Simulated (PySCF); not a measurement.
These are PBE-D3(BJ)/def2-TZVP // BP86-D3(BJ)/def2-SVP in PySCF 2.14.0 values and carry that method's errors. All species are isolated molecules in the gas phase. One relaxed conformer stands for a flexible species; it need not be the lowest. 

Reference species: [W(F)(NH2)5] (neutral, multiplicity 1).

- HOMO = -5.25 eV
- coordination number = 6
- HOMO–LUMO gap = 2.80 eV
- charge on the central atom (Mulliken) = 1.01 e

Changed species: [W(NH2)6] (6 of 6 F replaced by NH2; the reference has 5 of 6 F replaced by NH2).

Give the shifts of the HOMO, coordination number, HOMO–LUMO gap and charge on the central atom (Mulliken).

the HOMO goes up by 0.34 eV, to -4.91 eV; the coordination number is nearly the same; the HOMO–LUMO gap rises by 0.18 eV, to 2.98 eV; the charge on the central atom (Mulliken) rises by 0.07 e, to 1.08 e.
